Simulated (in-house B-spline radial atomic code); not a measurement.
A calculation on Ag VII (Ag6+): its settings, and results tabulated from the run. Computed with an all-electron radial atomic-structure program (B-spline basis): scalar-relativistic (X2C) HSE06, spin-polarised, spherical fractional occupations, exact exchange averaged over the configuration, Fermi nucleus of rms radius 4.5454 fm.

Command:
```bash
python run_scf.py task.json out
```
Settings (nuclear radius in fm, mass in u):
```
Z                47
configuration    [Kr] 4d5
hamiltonian      x2c
method           hse06
spin_polarised   True
nucleus          fermi
rms_radius       4.5454
atomic_mass      106.90509
speed_of_light   137.035999084
exact_exchange   averaged over the configuration
```

Output (hartree, bohr):
```
 radial grid: 66 intervals, B-splines of order 8, outer radius 15.5224 bohr

 iter        energy (Eh)    residual
    1       -5292.917270    8.41e-01
    2       -5302.208696    3.66e-01
    3       -5305.115711    1.04e-01
    4       -5305.315656    3.23e-02
    5       -5305.327857    1.32e-02
    6       -5305.331124    1.46e-03
    7       -5305.331143    1.35e-04
    8       -5305.331143    1.22e-05
    9       -5305.331143    4.81e-07
   10       -5305.331143    1.80e-08

 total energy                     -5305.33114
 kinetic                            5553.2554
 electron-nucleus                 -12719.7632
 Hartree                            2008.3360
 exact exchange                      -35.6991
 exchange-correlation               -111.4602

 orbital      occ     eigenvalue          <r>       <r^2>       <1/r>       r_max
 1s up      1.000      -936.2315    0.0305581  0.00127296     51.4409      0.0195
 1s down    1.000      -936.2320     0.030558  0.00127295      51.441      0.0195
 2s up      1.000      -141.8406     0.134402   0.0213613     11.6161      0.1138
 2s down    1.000      -141.7830      0.13438   0.0213544     11.6187      0.1138
 2p up      3.000      -127.5870      0.11745   0.0168614      10.888      0.0909
 2p down    3.000      -127.5387      0.11742   0.0168526     10.8905     0.09089
 3s up      1.000       -29.3402     0.367506    0.154635     4.03479      0.3323
 3s down    1.000       -29.3144     0.367403    0.154487     4.03392      0.3324
 3p up      3.000       -24.6228     0.366597    0.156165     3.78165      0.3255
 3p down    3.000       -24.5920     0.366428    0.155929     3.78104      0.3256
 3d up      5.000       -17.1807     0.344889    0.141642     3.53766      0.2736
 3d down    5.000       -17.1212     0.345061    0.141683     3.53449      0.2741
 4s up      1.000        -7.2681     0.890514    0.893504     1.55959      0.8172
 4s down    1.000        -7.0229     0.887356     0.88821      1.5691      0.8132
 4p up      3.000        -5.8327     0.955375     1.03529     1.41687      0.8643
 4p down    3.000        -5.5586      0.95439     1.03498     1.42152      0.8603
 4d up      5.000        -3.6718      1.11484     1.43352     1.17449      0.9669

 Slater integrals (Eh)
   F0(4p up,4p up)               0.940436
   F2(4p up,4p up)               0.498032
   F0(4p up,4p down)             0.941004
   F2(4p up,4p down)             0.497589
   F0(4p up,4d up)               0.865967
   F2(4p up,4d up)               0.444294
   G1(4p up,4d up)               0.563482
   G3(4p up,4d up)               0.350244
   F0(4p down,4p down)           0.941579
   F2(4p down,4p down)           0.497161
   F0(4p down,4d up)             0.866322
   F2(4p down,4d up)             0.443604
   F0(4d up,4d up)               0.807723
   F2(4d up,4d up)               0.415998
   F4(4d up,4d up)               0.277558
```

Cost of the run: 1 s on 1 thread of Intel(R) Xeon(R) Platinum 8488C (shared host).

One-electron X2C: radii and densities carry no picture-change correction, so inner-shell <1/r> comes out high (for 1s by about 2 % at Z = 33, 5 % at 54, 10 % at 75, 30 % at 118) and <r> low.
